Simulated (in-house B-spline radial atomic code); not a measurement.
Radial electron density of Te³⁺, [Kr] 4d10 5s2 5p1. Level of theory: scalar-relativistic (X2C) HSE06, spin-polarised, spherical fractional occupations, Fermi nucleus of rms radius 4.7423 fm; calculated with a B-spline radial code for spherical atoms.

Caution: exact exchange at fractional occupations of open shells leaves self-interaction of up to several eV.

One-electron X2C: radii and densities carry no picture-change correction, so inner-shell <1/r> comes out high (for 1s by about 2 % at Z = 33, 5 % at 54, 10 % at 75, 30 % at 118) and <r> low.

Columns: r (bohr), 4πr²n(r) (electrons per bohr), bar.

```
0.000895    2.233 #
 0.00111    3.137 ##
 0.00137    4.354 ##
 0.00169    6.005 ###
 0.00208    8.198 ####
 0.00257    11.16 ######
 0.00318    15.06 ########
 0.00393    20.01 ##########
 0.00485     26.1 #############
 0.00599    33.37 #################
  0.0074    41.59 #####################
 0.00914    50.19 ##########################
  0.0113     58.3 ##############################
  0.0139    64.51 #################################
  0.0172    67.83 ###################################
  0.0213    67.31 ##################################
  0.0263    63.62 #################################
  0.0324    59.36 ##############################
  0.0401    58.28 ##############################
  0.0495    63.62 #################################
  0.0611    74.49 ######################################
  0.0755    84.72 ###########################################
  0.0932    85.97 ############################################
   0.115    76.13 #######################################
   0.142    63.86 #################################
   0.176    61.61 ################################
   0.217    69.37 ####################################
   0.268    71.45 #####################################
   0.331    56.28 #############################
   0.409    33.95 #################
   0.505    23.03 ############
   0.624       25 #############
   0.771    26.38 ##############
   0.952     20.3 ##########
    1.18    11.62 ######
    1.45    6.068 ###
    1.79    3.364 ##
    2.22    1.877 #
    2.74   0.8522 
    3.38   0.2659 
    4.17  0.05185 
    5.16 0.005469 
    6.37 0.0002898 
    7.86 6.644e-06
```

On this grid the curve has 4 maxima, near 0.0172, 0.0932, 0.268, 0.771 bohr.

The 5s up radial function P(r) = rR(r), positive near the nucleus:

```
r (bohr)         P
0.000385   0.01341
0.000587   0.01888
0.000895   0.02646
 0.00137    0.0369
 0.00208   0.05051
 0.00318   0.06813
 0.00485   0.08878
  0.0074    0.1096
  0.0113    0.1229
  0.0172    0.1141
  0.0263   0.06279
  0.0401  -0.04111
  0.0611   -0.1604
  0.0932   -0.1767
   0.142   0.02223
   0.217    0.2715
   0.331    0.1172
   0.505   -0.3597
   0.771   -0.2705
    1.18    0.4867
    1.79    0.8463
    2.74    0.4774
    4.17   0.09291
    6.37    0.0041
```
